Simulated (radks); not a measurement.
Question: The mean radii <r> (bohr) of the occupied orbitals of an atom or ion are listed with their occupations. Method: Dirac Kohn-Sham, PBE, spin-unpolarised, spherical densities, point nucleus; computed with a radial shooting solver on a logarithmic mesh with Libxc functionals.

orbital  occ.      <r>
1s1/2       2  0.03609
2s1/2       2   0.1577
2p1/2       2   0.1346
2p3/2       4   0.1391
3s1/2       2   0.4429
3p1/2       2   0.4385
3p3/2       4   0.4490
3d3/2       4   0.4308
3d5/2       6   0.4343
4s1/2       2    1.141
4p1/2       2    1.245
4p3/2       4    1.273
4d3/2       1    1.719
5s1/2       1    2.986
5p1/2       2    3.544

Name the element and its charge. Open shells, if any, fill j = l - 1/2 first.

Answer: Z = 41, niobium, charge +1: Nb+ in [Kr] 4d1 5s1 5p2. The 1s radius gives Z: for a bare nucleus <r> = (2 gamma + 1)/(2Z) with gamma = sqrt(1 - (Z/c)^2), 0.03547 bohr for Z = 41, and screening makes it slightly larger (0.03609 here). The occupations add up to 40, and the charge is Z minus that.
